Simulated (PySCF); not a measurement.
# SnF3: one-bond stretch

Computed with UPBE0 in PySCF with Sn def2-SVP with ECP28, F def2-SVP; scalar-relativistic core potentials, no spin–orbit coupling; density-fitted integrals.

Rigid scan from the doublet minimum (Sn–F 1.935 Å (×3); F–Sn–F 106.0° (×3)). Coordinate: the bond from Sn to the last atom (F) scaled, the rest fixed. Energies in kJ/mol from the minimum.

| scale of one bond | E (kJ/mol) | dipole size (D) | ⟨S²⟩ |
| --- | --- | --- | --- |
| 0.92 | 36.0 | 2.97 | 0.75 |
| 0.96 | 7.8 | 3.03 | 0.75 |
| 1.00 | 0.0 | 3.12 | 0.75 |
| 1.05 | 9.0 | 3.25 | 0.75 |
| 1.12 | 41.0 | 3.44 | 0.76 |
| 1.20 | 87.1 | 3.55 | 0.77 |
| 1.35 | 160.2 | 3.30 | 0.78 |
| 1.55 | 212.0 | – | 0.77 |
| 1.80 | 236.6 | – | 0.75 |
| 2.20 | 244.5 | – | 0.75 |

No spin–orbit coupling is included, which matters more the heavier the element.

Other isomers or separated fragments may lie lower.
